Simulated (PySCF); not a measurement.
Gas-phase reaction: Ti(OH)4 + O2 → TiO2 + 4 OH

Method: PySCF energies (xtb for GFN2) plus ideal-gas RRHO corrections (1 bar). † marks an energy on the PBE0/def2-TZVP geometry and frequencies; other levels use their own. CCSD(T) freezes the core. 6-31G* has spherical d functions here. Open shells (unrestricted): O2 (multiplicity 3), OH (multiplicity 2, electronic degeneracy 4); the rest are closed-shell singlets. GFN2 has no spin-polarisation term. Spin-orbit splitting is ignored; it lowers the true energy and changes the entropy of OH. B3LYP is the form with VWN-RPA correlation. Ti(OH)4: computed as isolated molecules; such fragments, hydroxides, amides, oligomers or adducts are transient or little studied in the gas. CCSD(T) isn't extrapolated to the basis-set limit. The harmonic model lacks anharmonicity and excited electronic states, which grow with temperature; levels with a mode under 35 cm⁻¹ are left out. Warning, large T1 diagnostic: Ti(OH)4, TiO2 (CCSD(T)/def2-SVP†).

ΔH° and ΔS° at 298 K: B3LYP/6-31G* 1152 kJ, 428 J/K; BLYP/def2-TZVP† 1120 kJ, 423 J/K; CCSD(T)/def2-SVP† 1098 kJ, 423 J/K; GFN2-xTB 1553 kJ, 396 J/K.

With the heat capacities included, give log10 K (1 bar) at 800, 1600, 1800, 2000, 2500 K from B3LYP/6-31G*, BLYP/def2-TZVP†, CCSD(T)/def2-SVP†, GFN2-xTB.


```
T (K)  B3LYP/6-31G*  BLYP/def2-TZVP†  CCSD(T)/def2-SVP†  GFN2-xTB
-----  ------------  ---------------  -----------------  --------
800           -53.2            -51.4              -49.9     -81.1
1600          -16.2            -15.5              -14.8     -31.2
1800          -12.2            -11.6              -10.9     -25.7
2000           -9.0             -8.5               -7.9     -21.3
2500           -3.3             -2.9               -2.4     -13.5
```
